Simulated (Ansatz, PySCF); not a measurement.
Gas-phase reaction (SMILES): CCCCl -> [CH2]CCl + [CH3] (CH3); the C-C bond at the site shown breaks (other sites are not compared here).

Structures are relaxed separately at B3LYP-D3(BJ)/def2-TZVP in Ansatz (a quantum-chemistry and plane-wave program), one conformer each, not searched for the lowest. Valence correlation only, unless marked. Open shells are spin-unrestricted. No spin-orbit coupling. Non-relativistic. CBS marks a two-point X^-3 extrapolation of the correlation energy; Hartree-Fock from the larger set. [CCSD(T)-MP2]/basis is that difference in the basis named. Thermal terms are rigid-rotor harmonic-oscillator values from B3LYP-D3(BJ) frequencies (PySCF) at 298.15 K and 1 atm. 1 Eh = 627.5095 kcal/mol. Electronic entropy comes from spin alone.

```tsv
species	E, RI-MP2/CBS(cc-pV(T+d)Z,cc-pV(Q+d)Z)+[CCSD(T)-MP2]/cc-pV(T+d)Z (Ansatz) (Eh)	E, PBE0-D4/def2-TZVPD (Ansatz + dftd4) (Eh)	H - E (Eh)	G - E (Eh)
CCCCl	-578.15225	-578.50211	0.10120	0.06633
[CH2]CCl	-538.21674	-538.55316	0.05720	0.02503
[CH3] (CH3)	-39.78133	-39.79966	0.03371	0.01164
```

Task: Work out ΔE and ΔH, ΔG, ΔS and the equilibrium constant at 298.15 K at the first level, then ΔH at the second.

Result: 
1. ΔE = [(-538.21674) + (-39.78133)] - [(-578.15225)] = 0.15418 Eh = 96.7 kcal/mol at RI-MP2/CBS(cc-pV(T+d)Z,cc-pV(Q+d)Z)+[CCSD(T)-MP2]/cc-pV(T+d)Z.
2. The terms H - E add up to -0.01029 Eh, so ΔH = (0.15418 + (-0.01029))×627.5095 = 90.3 kcal/mol.
3. The terms G - E add up to -0.02966 Eh, so ΔG = 78.1 kcal/mol, and ΔS = (-0.01029 - (-0.02966))×627509.5/298.15 = 40.8 cal/(mol K).
4. log10 K = -ΔG/(RT ln 10) = -57.2, with RT ln 10 = 1.3642 kcal/mol.
5. With ΔH and ΔS taken as constant, ΔG changes sign near ΔH/ΔS = 2210 K, a rough figure that leaves out heat capacities.
6. At PBE0-D4/def2-TZVPD the same steps give ΔE = 93.7 and ΔH = 87.2 kcal/mol, a shift of -3.1 from the first level.
7. These values are not checked against measurement here, since the tables used lack a sound gas-phase enthalpy of formation for at least one species.
